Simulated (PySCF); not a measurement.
Static response to an electric field

C₄H₇FGeO₂.
Structure used (GFN2-xTB), in Å, numbered top down from 1:
```xyz
15
C4H7FGeO2 angstrom
O      1.8916    1.2151   -0.2923
C      1.9065    0.3004    0.4858
O      2.8010    0.1899    1.4636
Ge     0.6155   -1.2131    0.5543
C     -1.1909   -0.5174    0.8021
C     -1.8360    0.2442   -0.0710
C     -1.2712    0.6611   -1.3873
F     -2.2685    1.0597   -2.2416
H      3.4325    0.9327    1.4614
H      0.7336   -1.9905   -0.7265
H      1.0085   -2.1018    1.6964
H     -1.6708   -0.7442    1.7452
H     -2.8319    0.6209    0.1303
H     -0.5904    1.5138   -1.2720
H     -0.7335   -0.1629   -1.8740
```

Level: B3LYP/def2-SVPD (PySCF), static field, nuclei fixed, core orbitals frozen in the response. The polarisability tensor in these axes (au):

```
x    97.24  -2.29  11.07
y    -2.29  82.69 -11.08
z    11.07 -11.08  82.56
```

Diagonalise the tensor; give its mean and Δα, where Δα² is half the sum of the squared differences of the eigenvalues.

Principal values 69.90, 86.83 and 105.76 au; mean 87.50 au = 12.97 Å³ = 14.43 × 10⁻⁴⁰ C²·m²/J; Δα = 31.07 au (36 % of the mean).

What is the dipole moment, and where does it point?

(1.18, -1.09, 2.35) D, 2.84 D in size, pointing from the negative to the positive side. Measured along this direction, the outermost atoms are F8 at the negative end and H11 at the positive end.

Rayleigh depolarisation ratio (linearly polarised light, static tensor)?

ρ = 3Δα²/(45ᾱ² + 4Δα²) = 2896.8/(344510 + 3862.4) = 0.00832.

Find the Langevin capture rate constant for NH4+ (18.034 u) meeting this molecule (179.964 u), k = 2.342 × 10⁻⁹ cm³/s × √(α in Å³ / reduced mass in u).

The reduced mass is 16.39 u, so k = 2.08 × 10⁻⁹ cm³/s. The formula leaves out the permanent dipole, which adds to the capture rate.

What would n − 1 = 2πNα be for an ideal gas of these molecules at 400 K and 1 atm, electronic part alone?

N = p/kT = 1.8347 × 10¹⁹ cm⁻³, so n − 1 = 2π × N × 12.97 × 10⁻²⁴ cm³ = 1495 × 10⁻⁶ at long wavelengths, for an ideal gas.

In TDDFT the mean static polarisability is Σ f/ω² over all singlet excitations (ω in hartree). How much of it do the 8 lowest give? Their energies (eV) and oscillator strengths: 5.05, 0.0123; 5.96, 0.0703; 6.01, 0.0289; 6.49, 0.0603; 6.51, 0.0391; 6.75, 0.1430; 7.06, 0.0443; 7.12, 0.0254.

They add up to 7.51 au, 8.6 % of the 87.50 au; the largest single term is 2.32 au, from the state at 6.75 eV. Terms in order: 0.36, 1.46, 0.59, 1.06, 0.68, 2.32, 0.66, 0.37 au. Higher excitations give the rest. The strengths listed sum to 0.424.

Along which axes do the principal values lie, and how far do the nuclei extend along each?

Largest value along (0.78, -0.33, 0.53), where the nuclei span 6.45 Å; middle along (0.57, 0.72, -0.39), 4.25 Å; least along (-0.25, 0.61, 0.75), 3.23 Å. The response follows the extents in order.

Isolated species at its GFN2-xTB geometry (one conformer only). The calculation is non-relativistic, for germanium too.
